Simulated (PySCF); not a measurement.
C₂H₇InO₂, SMILES C[O][InH][O]C.

The structure is a stationary point at r2SCAN-D4/def2-SVP. The structure was generated by enumeration; whether it is a known compound was not checked. The def2 effective core potentials stand for the cores of In; spin–orbit coupling is left out. Other conformers were not sampled.

Level of theory: PBE/def2-TZVP (PySCF).

```yaml
total_energy: -420.81881 hartree
highest_occupied_level: -5.77 eV
lowest_empty_level: -2.00 eV
orbital_gap: 3.77 eV
dipole_moment: 1.74 D
quadrupole, principal values (traceless, Buckingham form, about the centre of nuclear charge): -5.22, 1.43, 3.79 D·Å
mean_static_polarisability: 74.2 bohr³ (11.00 Å³)
polarisability_principal_values: 54.5, 78.1, 90.1 bohr³
```
